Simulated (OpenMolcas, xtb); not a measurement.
C3H5Ga (SMILES C#[C][GaH][CH3]): the dipole moment, rung by rung

The species is C3H5Ga (9 atoms), meant as a singlet with charge 0. As SMILES, `C#[C][GaH][CH3]`. Geometry: relaxed at PBE0-D4/def2-TZVP.

Each level gives the dipole moment (D). The values are calculated.

```json
{"level": "GFN0-xTB", "kind": "semi-empirical", "program": "xtb", "value (D)": "1.05", "CPU time": "under 2 s"}
{"level": "GFN1-xTB", "kind": "semi-empirical", "program": "xtb", "value (D)": "1.13", "CPU time": "under 2 s"}
{"level": "HF/6-31G* (spherical functions)", "kind": "Hartree–Fock", "program": "OpenMolcas", "value (D)": "0.55", "CPU time": "15 s"}
{"level": "SVWN5/6-31G* (spherical functions)", "kind": "LDA", "program": "OpenMolcas", "value (D)": "0.80", "CPU time": "37 s"}
{"level": "revPBE/6-31G* (spherical functions)", "kind": "GGA", "program": "OpenMolcas", "value (D)": "0.77", "CPU time": "45 s"}
{"level": "r2SCAN/6-31G* (spherical functions)", "kind": "meta-GGA", "program": "OpenMolcas", "value (D)": "0.72", "CPU time": "57 s"}
{"level": "BHLYP/6-31G* (spherical functions)", "kind": "global hybrid", "program": "OpenMolcas", "value (D)": "0.64", "CPU time": "43 s"}
```

All-electron rows without a relativistic Hamiltonian named are non-relativistic. The values span 0.55 to 1.13 D. Magnitudes only. In so small a basis fixed costs decide the times, and correlated methods can beat functionals. Times are those of the runs behind each value, whatever else they computed, on shared processors of several kinds: orders of magnitude only.
